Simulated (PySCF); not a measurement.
Zr(Cl)(OH)3 (ClH3O3Zr), SMILES [OH][Zr]([OH])([OH])[Cl], multiplicity 1.

Geometry: B3LYP-D3(BJ)/def2-SVP. The multiplicity is an assumed one; no other spin state was optimised. The structure was generated by enumeration; whether it is a known compound was not checked. The def2 effective core potentials stand for the cores of Zr; spin–orbit coupling is left out. The values are those of a single conformer.

Two levels are set side by side: PBE/def2-TZVP (PySCF) and B3LYP/def2-TZVP (PySCF). Same geometry, gas phase. Differences are taken from unrounded values.

| quantity | B3LYP | PBE | PBE minus B3LYP |
|---|---|---|---|
| orbital gap (eV) | 7.75 | 5.98 | -1.77 |
| highest occupied level (eV) | -8.27 | -7.10 | 1.17 |
| lowest empty level (eV) | -0.52 | -1.12 | -0.60 |
| dipole moment (D) | 3.73 | 3.71 | -0.02 |
| mean polarisability (bohr³) | 61.2 | 64.5 | 3.3 |

PBE's occupied levels lie high since its potential decays too fast outside the molecule; exact exchange lowers them and widens the gap. Loosely held outer electrons make PBE densities more polarisable. Differences between two approximate levels are no errors against the true value.

Rough cost on one machine, each run with all the roots and properties that it gave: B3LYP against PBE within a factor of 2.
